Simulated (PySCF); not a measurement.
BFO, charge -1, doublet, geometry from GFN2-xTB (a state made from the parent by changing its charge; the spin is typed, not shown lowest) (a gas-phase anion, which may not be bound at this level), with bond 1-2 at 2.4 times its length; CASSCF(3,3)/def2-SVP (PySCF).

The PySCF input:
```python
from pyscf import gto, scf, mcscf
import numpy

mol = gto.M(
    atom='''
F    -3.28115144    1.24600486    0.74739493
B     0.20328311   -0.48862953   -0.31186701
O     1.27758326    0.04199181    0.04923824
''',
    basis='def2-svp',
    charge=-1,
    spin=1,
    verbose=4,
)

mf = scf.ROHF(mol)
mf.kernel()
mc = mcscf.CASSCF(mf, 3, 3)
mc.fix_spin_(ss=0.75)
mc.kernel()
occ = numpy.linalg.eigvalsh(mc.fcisolver.make_rdm1(mc.ci, mc.ncas, mc.nelecas))[::-1]
ss = mc.fcisolver.spin_square(mc.ci, mc.ncas, mc.nelecas)[0]
print('natural occupations', occ.round(4), ' <S^2>', round(ss, 4))
```

What the program printed (banner, timings and long lists left out):

```
PySCF version 2.14.0

[INPUT] verbose = 4
[INPUT] num. atoms = 3
[INPUT] num. electrons = 23
[INPUT] charge = -1
[INPUT] spin (= nelec alpha-beta = 2S) = 1
[INPUT] symmetry False subgroup None
[INPUT] Mole.unit = angstrom
[INPUT] Symbol           X                Y                Z      unit          X                Y                Z       unit  Magmom
[...]
nuclear repulsion = 30.8110634222151
number of shells = 18
number of NR pGTOs = 72
number of NR cGTOs = 42
basis = def2-svp
ecp = {}

******** <class 'pyscf.scf.rohf.ROHF'> ********
method = ROHF
initial guess = minao
damping factor = 0
level_shift factor = 0
DIIS = <class 'pyscf.scf.diis.CDIIS'>
diis_start_cycle = 1
diis_space = 8
diis_damp = 0
SCF conv_tol = 1e-09
SCF conv_tol_grad = None
SCF max_cycles = 50
direct_scf = True
direct_scf_tol = 1e-13
num. doubly occ = 11  num. singly occ = 1
Set gradient conv threshold to 3.16228e-05
init E= -198.261951932342
[...]
cycle= 1 E= -198.510552978529  delta_E= -0.249  |g|= 0.97  |ddm|= 1.19
[...]
cycle= 2 E= -198.387077595411  delta_E= 0.123  |g|= 1.32  |ddm|= 1.31
[...]
cycle= 3 E= -198.689990681948  delta_E= -0.303  |g|= 0.407  |ddm|= 1.13
[...]
cycle= 4 E= -198.707650926799  delta_E= -0.0177  |g|= 0.279  |ddm|= 0.089
[...]
cycle= 5 E= -198.67113183885  delta_E= 0.0365  |g|= 0.354  |ddm|= 0.72
[...]
cycle= 6 E= -198.648094312176  delta_E= 0.023  |g|= 0.55  |ddm|= 0.276
[...]
cycle= 7 E= -198.634392990881  delta_E= 0.0137  |g|= 0.678  |ddm|= 0.654
[...]
cycle= 8 E= -198.688104597152  delta_E= -0.0537  |g|= 0.246  |ddm|= 0.94
[...]
cycle= 9 E= -198.690543455347  delta_E= -0.00244  |g|= 0.231  |ddm|= 0.0179
[...]
cycle= 10 E= -198.701576268926  delta_E= -0.011  |g|= 0.165  |ddm|= 0.119
[...]
cycle= 11 E= -198.700414172273  delta_E= 0.00116  |g|= 0.168  |ddm|= 0.0192
[...]
cycle= 12 E= -198.70603551078  delta_E= -0.00562  |g|= 0.0997  |ddm|= 0.0907
[...]
cycle= 13 E= -198.708763225632  delta_E= -0.00273  |g|= 0.0698  |ddm|= 0.149
[...]
cycle= 14 E= -198.710601270408  delta_E= -0.00184  |g|= 0.173  |ddm|= 0.155
[...]
cycle= 15 E= -198.707789964727  delta_E= 0.00281  |g|= 0.176  |ddm|= 0.0656
[...]
cycle= 16 E= -198.705656278104  delta_E= 0.00213  |g|= 0.144  |ddm|= 0.0928
[...]
cycle= 17 E= -198.710869414665  delta_E= -0.00521  |g|= 0.141  |ddm|= 0.123
[...]
cycle= 18 E= -198.710570790421  delta_E= 0.000299  |g|= 0.135  |ddm|= 0.0166
[...]
cycle= 19 E= -198.710526485009  delta_E= 4.43e-05  |g|=  0.1  |ddm|= 0.0701
[...]
cycle= 20 E= -198.709087676148  delta_E= 0.00144  |g|= 0.0625  |ddm|= 0.0659
[...]
cycle= 21 E= -198.705271076781  delta_E= 0.00382  |g|= 0.123  |ddm|= 0.0998
[...]
cycle= 22 E= -198.70446359074  delta_E= 0.000807  |g|= 0.13  |ddm|= 0.0178
[...]
cycle= 23 E= -198.705348316041  delta_E= -0.000885  |g|= 0.0973  |ddm|= 0.0354
[...]
cycle= 24 E= -198.705704272512  delta_E= -0.000356  |g|= 0.0526  |ddm|= 0.0724
[...]
cycle= 25 E= -198.70658772729  delta_E= -0.000883  |g|= 0.0109  |ddm|= 0.0572
[...]
cycle= 26 E= -198.706853526143  delta_E= -0.000266  |g|= 0.0158  |ddm|= 0.0283
[...]
cycle= 27 E= -198.706900270971  delta_E= -4.67e-05  |g|= 0.0145  |ddm|= 0.00375
[...]
cycle= 28 E= -198.708003934635  delta_E= -0.0011  |g|= 0.0187  |ddm|= 0.104
[...]
cycle= 29 E= -198.707895563566  delta_E= 0.000108  |g|= 0.0159  |ddm|= 0.0102
[...]
cycle= 30 E= -198.707749248789  delta_E= 0.000146  |g|= 0.0171  |ddm|= 0.0123
[...]
cycle= 31 E= -198.707654082194  delta_E= 9.52e-05  |g|= 0.0099  |ddm|= 0.0135
[...]
cycle= 32 E= -198.708234749841  delta_E= -0.000581  |g|= 0.0162  |ddm|= 0.0581
[...]
cycle= 33 E= -198.707535140897  delta_E= 0.0007  |g|= 0.00736  |ddm|= 0.0739
[...]
cycle= 34 E= -198.707595791173  delta_E= -6.07e-05  |g|= 0.0153  |ddm|= 0.014
[...]
cycle= 35 E= -198.709846022629  delta_E= -0.00225  |g|= 0.166  |ddm|= 0.379
[...]
cycle= 36 E= -198.709672170194  delta_E= 0.000174  |g|= 0.191  |ddm|= 0.0349
[...]
cycle= 37 E= -198.709681887904  delta_E= -9.72e-06  |g|= 0.179  |ddm|= 0.0172
[...]
cycle= 38 E= -198.709276743099  delta_E= 0.000405  |g|= 0.222  |ddm|= 0.0679
[...]
cycle= 39 E= -198.70988395396  delta_E= -0.000607  |g|= 0.187  |ddm|= 0.0593
[...]
cycle= 40 E= -198.710092856975  delta_E= -0.000209  |g|= 0.167  |ddm|= 0.0297
[...]
cycle= 41 E= -198.709521336805  delta_E= 0.000572  |g|= 0.221  |ddm|= 0.0743
[...]
cycle= 42 E= -198.708432999357  delta_E= 0.00109  |g|= 0.0207  |ddm|= 0.354
[...]
cycle= 43 E= -198.708464582909  delta_E= -3.16e-05  |g|= 0.00737  |ddm|= 0.0197
[...]
cycle= 44 E= -198.708387133363  delta_E= 7.74e-05  |g|= 0.0122  |ddm|= 0.00768
[...]
cycle= 45 E= -198.708677716106  delta_E= -0.000291  |g|= 0.018  |ddm|= 0.0341
[...]
cycle= 46 E= -198.70851739092  delta_E= 0.00016  |g|= 0.0169  |ddm|= 0.044
[...]
cycle= 47 E= -198.708599971483  delta_E= -8.26e-05  |g|= 0.0122  |ddm|= 0.0116
[...]
cycle= 48 E= -198.709158175181  delta_E= -0.000558  |g|= 0.0293  |ddm|= 0.0743
[...]
cycle= 49 E= -198.709229979338  delta_E= -7.18e-05  |g|= 0.0227  |ddm|= 0.0143
[...]
cycle= 50 E= -198.709651906372  delta_E= -0.000422  |g|= 0.0141  |ddm|= 0.0503
SCF not converged.
SCF energy = -198.709651906372

******** <class 'pyscf.mcscf.mc1step.CASSCF'> ********
CAS (2e+1e, 3o), ncore = 10, nvir = 29
max_cycle_macro = 50
max_cycle_micro = 4
conv_tol = 1e-07
conv_tol_grad = None
orbital rotation max_stepsize = 0.02
orbital rotation threshold for CI restart = 0.01
augmented hessian ah_max_cycle = 30
augmented hessian ah_conv_tol = 1e-12
augmented hessian ah_linear dependence = 1e-14
augmented hessian ah_level shift = 1e-08
augmented hessian ah_start_tol = 2.5
augmented hessian ah_start_cycle = 3
augmented hessian ah_grad_trust_region = 3
kf_trust_region = 3
kf_interval = 4
ci_response_space = 4
ci_grad_trust_region = 3
with_dep4 0
natorb = False
canonicalization = True
sorting_mo_energy = False
ao2mo_level = 2
internal_rotation = False
******** <class 'pyscf.fci.addons.SpinPenaltyFCISolver'> ********
max. cycles = 50
conv_tol = 1e-08
davidson only = True
linear dependence = 1e-12
level shift = 0.001
max iter space = 12
nroots = 1
pspace_size = 400
spin = None
CASCI E = -198.712199528787  S^2 = 0.7500000
Set conv_tol_grad to 0.000316228
macro iter   1 ( 21 JK    4 micro), CASSCF E = -198.729364124452  dE = -1.71645957e-02  S^2 = 0.7500000
               |grad[o]|=0.177  |grad[c]|=0.0141  |ddm|=0.251  |maxRot[o]|=0.202
macro iter   2 ( 21 JK    4 micro), CASSCF E = -198.769023329334  dE = -3.96592049e-02  S^2 = 0.7500000
               |grad[o]|=0.378  |grad[c]|=0.048  |ddm|=0.177  |maxRot[o]|=0.188
macro iter   3 ( 19 JK    4 micro), CASSCF E = -198.772531246699  dE = -3.50791737e-03  S^2 = 0.7500000
               |grad[o]|=0.104  |grad[c]|=0.00901  |ddm|=0.0213  |maxRot[o]|=0.118
macro iter   4 ( 15 JK    4 micro), CASSCF E = -198.772675821542  dE = -1.44574843e-04  S^2 = 0.7500000
               |grad[o]|= 0.01  |grad[c]|=0.00191  |ddm|=0.0111  |maxRot[o]|= 0.12
macro iter   5 ( 15 JK    4 micro), CASSCF E = -198.772688769884  dE = -1.29483417e-05  S^2 = 0.7500000
               |grad[o]|=0.00284  |grad[c]|=0.00012  |ddm|=0.000741  |maxRot[o]|=0.0362
macro iter   6 (  9 JK    2 micro), CASSCF E = -198.772689074383  dE = -3.04498798e-07  S^2 = 0.7500000
               |grad[o]|=0.000495  |grad[c]|=2.92e-06  |ddm|=0.000332  |maxRot[o]|=0.00651
macro iter   7 (  1 JK    1 micro), CASSCF E = -198.772689074383  dE =  0.00000000e+00  S^2 = 0.7500000
               |grad[o]|=2.58e-05  |grad[c]|=1.02e-07  |ddm|=    0  |maxRot[o]|=    0
1-step CASSCF converged in   7 macro (101 JK  23 micro) steps
CASSCF canonicalization
Density matrix diagonal elements [1.47081149 1.49838335 0.03080516]
CASSCF energy = -198.772689074383
CASCI E = -198.772689074383  E(CI) = -1.65420896806870  S^2 = 0.7500000
natural occupations [1.9692 1.     0.0308]  <S^2> 0.75
```

Convergence was not reached.
